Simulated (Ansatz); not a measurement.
Consider the formal hydrolysis of the Si–F bond: `F[Si@H](Cl)[Si@@H](F)Cl` + H₂O → `O[Si@H](Cl)[Si@H](F)Cl` + H–F.

Isolated molecules relaxed with PBE0-D4/def2-TZVP in Ansatz; ΔE leaves out vibrations. CCSD(T)/CBS adds triple-zeta CCSD(T) − MP2 to the extrapolated MP2 energy (def2 sets, frozen cores). This one scheme is used for every species. Functionals use def2-TZVPP. Each species was taken in one conformer, which may not be the lowest.

`F[Si@H](Cl)[Si@@H](F)Cl`:

```xyz
8

F    -0.978   -1.990   -0.416
Si    0.313   -1.131   -0.046
Cl    1.692   -1.361   -1.534
Si   -0.313    1.131    0.046
F     0.978    1.990    0.416
Cl   -1.692    1.360    1.534
H     0.879   -1.667    1.211
H    -0.879    1.667   -1.211
```

H₂O:

Z-matrix (Å, degrees):
```
O
H 1 0.960
H 1 0.960 2 105.1
```

`O[Si@H](Cl)[Si@H](F)Cl`:

Cartesian coordinates in Å:
```
O 1.204 1.197 1.147
Si -0.233 0.451 0.930
Cl -0.530 -1.049 2.312
Si -0.326 -0.610 -1.164
F 1.086 -1.330 -1.382
Cl -0.556 0.793 -2.636
H 2.009 0.697 0.995
H -1.271 1.480 1.136
H -1.384 -1.630 -1.337
```

H–F:

Cartesian coordinates in Å:
```
F -0.401 0.155 0.164
H 0.401 -0.155 -0.164
```

```
             level  ΔE (kJ/mol)
            PBE-D4         31.3
           PBE0-D4         31.0
               PBE         33.7
CCSD(T)/def2-TZVPP         32.5
     HF/def2-QZVPP         42.4
SCS-MP2/def2-QZVPP         34.5
      HF/CBS(def2)         42.7
     MP2/CBS(def2)         31.5
```

(1) What does CCSD(T)/CBS give? (An estimate is asked.)

Largest T1 diagnostic among the species: 0.011.

Answers

(1) Ansatz gave: +33.6 kJ/mol. The listed levels differ from it by -2.3, -2.6, 0.1, -1.1, 8.8, 0.9, 9.1, -2.1 kJ/mol.

In def2-TZVPP, CCSD(T) changes the Hartree–Fock value by −8.3 kJ/mol (the triples alone add −1.5 kJ/mol) and MP2 by −10.5 kJ/mol. The D4 term adds −3.8 kJ/mol with B3LYP and −2.1 kJ/mol with PBE0; it sums over pairs of atoms, weighted by their polarisabilities, and B3LYP, whose exchange is more repulsive, gets the larger term.

B3LYP here is the variant with VWN-RPA as its local correlation; programs differ in this.
